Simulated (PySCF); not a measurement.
In(H)(Cl)(OH) (ClH₂InO), SMILES [Cl][InH][OH]. Atoms are numbered in the order given.

```xyz
5

In    -0.3178     0.3470     0.0000
H     -1.9538     0.8193     0.0000
Cl     0.3505    -1.8928     0.0000
O      1.3069     1.4903     0.0000
H      1.1098     2.4334     0.0000
```
Charge 0, spin multiplicity 1.

Geometry optimised at B3LYP-D3(BJ)/def2-TZVP. The def2 effective core potentials stand for the cores of In; spin–orbit coupling is left out. One conformer was computed; it need not be the lowest.

These are B3LYP/def2-TZVPD (PySCF) values and carry that method's errors.

Symmetry labels are those of the subgroup Cs that the program uses (full group Cs).

Question: List the valence orbital energies around the gap with their symmetry. (Estimate from the structure and the level; the computed values follow.)

Answer: 
| orbital | symmetry | energy (eV) |
|---|---|---|
| HOMO−7 | A' | -20.77 |
| HOMO−6 | A' | -13.19 |
| HOMO−5 | A' | -11.58 |
| HOMO−4 | A' | -9.49 |
| HOMO−3 | A' | -9.08 |
| HOMO−2 | A" | -8.88 |
| HOMO−1 | A" | -8.49 |
| HOMO | A' | -8.36 |
| LUMO | A' | -1.95 |
| LUMO+1 | A" | -1.91 |
| LUMO+2 | A' | -0.58 |
| LUMO+3 | A' | 0.07 |
